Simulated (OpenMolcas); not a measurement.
# OpenMolcas run: Pd2+

Pd2+ among 8 point charges of -1 e arranged as a cube (Oh), 2.08 Å from the ion. With inversion symmetry the input lists one of each pair of outer charges.

Input:

```
&GATEWAY
Coord
1

Pd 0.0 0.0 0.0
Basis=ANO-RCC-VDZP
Group=XYZ
NoMove
AngMom=0.0 0.0 0.0
AMFI
XField
4 Angstrom 0
1.200889 1.200889 1.200889 -1.000000
1.200889 1.200889 -1.200889 -1.000000
1.200889 -1.200889 1.200889 -1.000000
1.200889 -1.200889 -1.200889 -1.000000
&SEWARD
* reference wave functions (RASSCF and RASSI steps not shown): 8 electrons in 5 orbitals (4d)
>>> COPY JOB001 $Project.JobIph
&CASPT2
Multistate=10 1 2 3 4 5 6 7 8 9 10
NoMult
Frozen=8 6
IPEA=0.25
Imaginary=0.1
MaxIter=60
WThr=0.0 0.3 0.05
PrWF=0.5
NoMix
>>> COPY JOB002 $Project.JobIph
&CASPT2
Multistate=15 1 2 3 4 5 6 7 8 9 10 11 12 13 14 15
NoMult
Frozen=8 6
IPEA=0.25
Imaginary=0.1
MaxIter=60
WThr=0.0 0.3 0.05
PrWF=0.5
NoMix
```

Launched by
```bash
OMP_NUM_THREADS=1 MOLCAS_MEM=1689 MOLCAS_PROJECT=a pymolcas a.inp > a.log  # once for each step of the input, in one work folder
```

Output, cut to the results:

```
--- CASPT2 ---
Orbital specifications:
      -----------------------

      Symmetry species                           1   2
                                                ag  au
      Frozen orbitals                            8   6
      Inactive orbitals                          1   3
      Active orbitals                            5   0
      Secondary orbitals                         7  13
      Deleted orbitals                           0   0
      Number of basis functions                 21  22
Type of calculation                        SS-CASPT2
      Fock operator                              state-specific
      IPEA shift                                 0.25
      Real shift                                 0.00
      Imaginary shift                            0.10
      The input orbitals will be transformed to quasi-canonical
Reference energy:       -5045.1016046356
      E2 (Non-variational):      -0.3478508612
      Shift correction:          -0.0001874143
      E2 (Variational):          -0.3480382755
      Total energy:           -5045.4496429112
      Residual norm:              0.0000008459
      Reference weight:           0.93068
      Contributions to the CASPT2 correlation energy
      Active & Virtual Only:         -0.1768976175
      One Inactive Excited:          -0.1253464939
      Two Inactive Excited:          -0.0456067499
Reference energy:       -5045.1016046356
      E2 (Non-variational):      -0.3466226479
      Shift correction:          -0.0001802861
      E2 (Variational):          -0.3468029340
      Total energy:           -5045.4484075697
      Residual norm:              0.0000007383
      Reference weight:           0.93129
      Contributions to the CASPT2 correlation energy
      Active & Virtual Only:         -0.1761834034
      One Inactive Excited:          -0.1248961579
      Two Inactive Excited:          -0.0455430866
::    CASPT2 Root  1     Total energy:  -5045.44964291
::    CASPT2 Root  2     Total energy:  -5045.44840757
::    CASPT2 Root  3     Total energy:  -5045.44838860
::    CASPT2 Root  4     Total energy:  -5045.43181305
::    CASPT2 Root  5     Total energy:  -5045.43126613
::    CASPT2 Root  6     Total energy:  -5045.43194145
::    CASPT2 Root  7     Total energy:  -5045.41081243
::    CASPT2 Root  8     Total energy:  -5045.38152874
::    CASPT2 Root  9     Total energy:  -5045.38193403
::    CASPT2 Root 10     Total energy:  -5045.38177434
--- CASPT2 ---
Orbital specifications:
      -----------------------

      Symmetry species                           1   2
                                                ag  au
      Frozen orbitals                            8   6
      Inactive orbitals                          1   3
      Active orbitals                            5   0
      Secondary orbitals                         7  13
      Deleted orbitals                           0   0
      Number of basis functions                 21  22
Type of calculation                        SS-CASPT2
      Fock operator                              state-specific
      IPEA shift                                 0.25
      Real shift                                 0.00
      Imaginary shift                            0.10
      The input orbitals will be transformed to quasi-canonical
Reference energy:       -5045.0414718362
      E2 (Non-variational):      -0.3581413132
      Shift correction:          -0.0001946149
      E2 (Variational):          -0.3583359280
      Total energy:           -5045.3998077642
      Residual norm:              0.0000009469
      Reference weight:           0.92745
      Contributions to the CASPT2 correlation energy
      Active & Virtual Only:         -0.1820684508
      One Inactive Excited:          -0.1254161522
      Two Inactive Excited:          -0.0506567101
Reference energy:       -5045.0414718362
      E2 (Non-variational):      -0.3584069535
      Shift correction:          -0.0002103539
      E2 (Variational):          -0.3586173074
      Total energy:           -5045.4000891436
      Residual norm:              0.0000007768
      Reference weight:           0.92735
      Contributions to the CASPT2 correlation energy
      Active & Virtual Only:         -0.1821975166
      One Inactive Excited:          -0.1255185749
      Two Inactive Excited:          -0.0506908620
::    CASPT2 Root  1     Total energy:  -5045.39980776
::    CASPT2 Root  2     Total energy:  -5045.40008914
::    CASPT2 Root  3     Total energy:  -5045.39973217
::    CASPT2 Root  4     Total energy:  -5045.39463267
::    CASPT2 Root  5     Total energy:  -5045.39455941
::    CASPT2 Root  6     Total energy:  -5045.36630209
::    CASPT2 Root  7     Total energy:  -5045.36644136
::    CASPT2 Root  8     Total energy:  -5045.36621309
::    CASPT2 Root  9     Total energy:  -5045.35645581
::    CASPT2 Root 10     Total energy:  -5045.35636331
::    CASPT2 Root 11     Total energy:  -5045.35561165
::    CASPT2 Root 12     Total energy:  -5045.35808333
::    CASPT2 Root 13     Total energy:  -5045.34927033
::    CASPT2 Root 14     Total energy:  -5045.34927065
::    CASPT2 Root 15     Total energy:  -5045.25456439
```

Spin-orbit levels above the lowest (labels of O, the rotations of Oh), with the averaged single-state CASPT2 energies on the diagonal:

| E (cm-1) | Degeneracy | Label | 2S+1 |
| --- | --- | --- | --- |
| 0 | 1 | A1 | 3 |
| 740 | 3 | T1 | 3 |
| 1730 | 2 | E | 3 |
| 2820 | 3 | T2 | 3 |
| 5860 | 3 | T2 | 3 |
| 6290 | 3 | T1 | 3 |
| 7060 | 1 | A2 | 3 |
| 7090 | 2 | E | 3 |
| 10610 | 3 | T2 | 3 (72 %) |
| 13320 | 2 | E | 1 (61 %) |
| 13730 | 3 | T2 | 3 (58 %) |
| 17510 | 3 | T2 | 3 (73 %) |
| 17890 | 2 | E | 3 (65 %) |
| 17990 | 3 | T1 | 3 |
| 18190 | 1 | A1 | 3 |
| 20900 | 3 | T2 | 1 |
| 22560 | 1 | A1 | 1 |
| 22950 | 3 | T1 | 1 |
| 24660 | 2 | E | 1 |
| 45670 | 1 | A1 | 1 |

Roots that are degenerate in the reference are averaged as groups; the widest CASPT2 spread within a group is 280 cm-1 (the 3-fold group of multiplicity 3 near 0 cm-1 above the lowest state of its run). Shifts and gaps below about the spread of the groups concerned are not significant. An orbital triplet at a regular site is open to Jahn-Teller coupling, which can distort the site and quench the lowest spin-orbit gaps and is left out. Real 4d8 and 5d8 ions are as a rule square planar and diamagnetic. Free-ion shares, where given, are those of the reference states; single-state CASPT2 does not remix them. This is an electrostatic model: the charges have no orbitals. No measured value stands beside these numbers.

The CASPT2 steps took 1.7 s on 1 thread of Intel(R) Xeon(R) Platinum 8488C (Sapphire Rapids), on a shared host; the integral step is not counted.
